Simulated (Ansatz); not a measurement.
One change: `O[Si](F)([SiH3])I` becomes `O[SiH](F)[SiH3]`.

Ansatz, PBE0-D4/def2-TZVP geometries, multiplicity 1. Each molecule was computed in one conformer, which needn't be the lowest.

Elements past krypton have def2 core potentials.  Spin–orbit coupling is left out; it splits and shifts lone-pair levels of the heavy atoms by tenths of an eV.

```csv
property,`O[Si](F)([SiH3])I`
HOMO energy (ωB97M-V/def2-TZVPP) / eV,-9.93
HOMO–LUMO gap (B3LYP/def2-TZVPP) / eV,6.78
HOMO–LUMO gap (PBE0/def2-TZVPP) / eV,7.20
"ideal-gas entropy at 298 K and 1 bar (rigid rotor, harmonic PBE0-D4/def2-TZVP) / J/(mol·K)",392
HOMO energy (B3LYP/def2-TZVPP) / eV,-7.62
HOMO energy (PBE/def2-TZVPP) / eV,-6.73
```

(1) What does the change do to each property? (Best estimate.)

Answers

(1) The calculation gave: 
```tsv
property	`O[SiH](F)[SiH3]`	shift
HOMO energy (ωB97M-V/def2-TZVPP) / eV	-10.37	-0.44
HOMO–LUMO gap (B3LYP/def2-TZVPP) / eV	7.64	0.86
HOMO–LUMO gap (PBE0/def2-TZVPP) / eV	8.05	0.85
ideal-gas entropy at 298 K and 1 bar (rigid rotor, harmonic PBE0-D4/def2-TZVP) / J/(mol·K)	340	-52
HOMO energy (B3LYP/def2-TZVPP) / eV	-8.11	-0.49
HOMO energy (PBE/def2-TZVPP) / eV	-7.06	-0.33
```

With PBE0 the HOMO falls by 0.43 eV and the LUMO rises by 0.41 eV, so the gap widens by about 0.84 eV. PBE moves the HOMO by -0.33 eV and ωB97M-V by -0.44 eV.

Positive LUMOs are unbound, so they and the gaps depend on the basis.

B3LYP here is the variant with VWN-RPA as its local correlation; programs differ in this.
